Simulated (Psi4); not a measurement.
# MP2, SCS-MP2 and SOS-MP2 from spin components

System: methylsilane (CH$_{6}$Si), singlet, at a GFN2-xTB geometry. Level: MP2/cc-pVDZ in Psi4 1.11. Sums are taken with unrounded values, so a last digit can differ.

Input for Psi4:
```
memory 2 GB

molecule {
0 1
C    -0.01298196    0.00392095   -1.25022897
Si    0.00669850   -0.00202315    0.64510011
H    -0.01147190   -1.00712268   -1.64830101
H    -0.89650587    0.50641306   -1.63436438
H     0.85673226    0.51618733   -1.65253877
H     0.00413621    1.37681588    1.13946736
H    -1.17977102   -0.70041180    1.14524608
H     1.21099302   -0.68708334    1.12046299
}

set {
  basis cc-pvdz
  freeze_core true
}

energy('mp2')
print_variables()
```

It gave an SCF energy of -330.290461 Eh, a same-spin correlation energy of -0.046309 Eh and an opposite-spin one of -0.212195 Eh.

### Question
Work out the MP2, SCS-MP2 (6/5 and 1/3) and SOS-MP2 (1.3 and 0) correlation and total energies.

### Answer
MP2: -0.212195 + (-0.046309) = -0.258504 Eh, total -330.548965 Eh, as the program printed. SCS-MP2: 1.2 × (-0.212195) + (-0.046309)/3 = -0.270070 Eh, total -330.560532 Eh. SOS-MP2: 1.3 × (-0.212195) = -0.275854 Eh, total -330.566315 Eh. Opposite spins carry 82 % of the MP2 correlation; same-spin pairs are already kept apart by exchange.
